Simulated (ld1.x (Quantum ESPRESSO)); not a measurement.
## Before and after: TM potential for aluminium

aluminium (Al), norm-conserving Troullier–Martins (Kleinman–Bylander form), made with ld1.x (Quantum ESPRESSO) 7.5 (LDA (PZ), scalar-relativistic). Core [Ne], reference 3s1.75 3p1.25. Waves: 3p (bound): rc 2.15 bohr; 3s (bound): rc 1.70 bohr. Local part: the s channel. Core correction: a·sin(br)/r model core inside 0.85 bohr.

Change: wave 3s (bound): rc 1.70 bohr becomes 3s (bound): rc 2.36 bohr.

Cutoffs: the cutoffs (Ry, on a coarse ladder) from which the occupation-weighted sum of valence levels, in a spherical-Bessel basis at the reference potential, stays within 10 and 1 mRy of its value at 400 Ry; they do not see the model core or the augmentation charge, which bear on the density cutoff. Errors are all-electron minus pseudo energies relative to the spin-unpolarised reference configuration.

Problem. Predict the effect on cutoff, ghosts and configuration errors.

Solution. The potential gets softer (10 Ry and 30 Ry → 8 Ry and 21 Ry); of the 9 tests that both files solve, the error grows in 3 and shrinks in 1 by more than 15 % and 0.3 meV (median size 1.1 → 2.0 meV); neither file shows a bound ghost. A larger radius leaves more room for a smooth pseudo-wave, so fewer plane waves are needed.

| quantity | base | changed |
| --- | --- | --- |
| cutoff, loose | 10 Ry | 8 Ry |
| cutoff, tight | 30 Ry | 21 Ry |
| bound ghosts | none | none |
| error for 3s2 3p1, meV [ΔE -1.27 eV] | -0.1 | -0.3 |
| error for 3s2 3p0, meV [ΔE 4.58 eV] | +1.1 | +2.0 |
| error for 3s1 3p0, meV [ΔE 23.96 eV] | +12 | +15 |
| error for 3s1 3p1, meV [ΔE 10.40 eV] | +3.7 | +2.9 |
| error for 3s0 3p3, meV [ΔE 9.24 eV] | -5.4 | -18 |
| error for 3s2 3p1.3, meV [ΔE -1.87 eV] | +0.2 | +0.2 |
| error for 3s2 3p0.5, meV [ΔE 0.86 eV] | -0.1 | -0.3 |
| error for 3s1.75 3p1.25 (spin-polarised), meV [ΔE -0.33 eV] | +2.2 | +2.0 |
| error for 3s2 3p1 (spin-polarised), meV [ΔE -1.40 eV] | +0.8 | +0.7 |
